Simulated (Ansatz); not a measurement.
C$_{2}$H$_{7}$NSSi, SMILES `N/C=C/[SiH2]S`, 12 atoms. Total charge 0; spin multiplicity 1. All runs use 4 threads of an Arm Neoverse V2 on a shared host. Correlated methods freeze the cores.

Give the basis size and wall time and peak host memory of each of these runs in Ansatz. RKS ωB97M-V/def2-QZVPP energy; RHF-CCSD(T)/def2-SVP energy; RKS r2SCAN0-D4/def2-TZVPP energy; RKS HSE06 (plane-wave form)-D4/def2-TZVPP energy; direct RPA on PBE orbitals/def2-TZVPP energy; RHF-MP2/def2-QZVPP energy; RKS PBE0-D4/def2-SVP energy; RKS BHLYP-D4/def2-TZVPP energy; RKS PBE0-D4/def2-QZVPP energy; RKS ωB97M-V/def2-SVP energy; RHF-CCSD(T)/def2-TZVPP energy; RKS r2SCAN-D4/def2-TZVPP energy and forces. (An estimate is asked.)

Computed: Other jobs shared the machine, so times are rough.

```csv
level,job,functions,wall time,peak host memory (GiB)
RKS PBE0-D4/def2-SVP,energy,113,1.1 s,0.59
RKS BHLYP-D4/def2-TZVPP,energy,275,3.8 s,0.77
RKS HSE06 (plane-wave form)-D4/def2-TZVPP,energy,275,3.9 s,0.78
RKS ωB97M-V/def2-SVP,energy,113,4.4 s,0.59
RKS r2SCAN-D4/def2-TZVPP,energy and forces,275,5.5 s,0.41
RKS r2SCAN0-D4/def2-TZVPP,energy,275,6 s,0.76
RHF-CCSD(T)/def2-SVP,energy,113,6 s,0.59
direct RPA on PBE orbitals/def2-TZVPP,energy,275,6.5 s,0.66
RKS PBE0-D4/def2-QZVPP,energy,521,11 s,2
RKS ωB97M-V/def2-QZVPP,energy,521,23 s,2.4
RHF-MP2/def2-QZVPP,energy,521,27 s,3.4
RHF-CCSD(T)/def2-TZVPP,energy,275,3.4 min,7.2
```
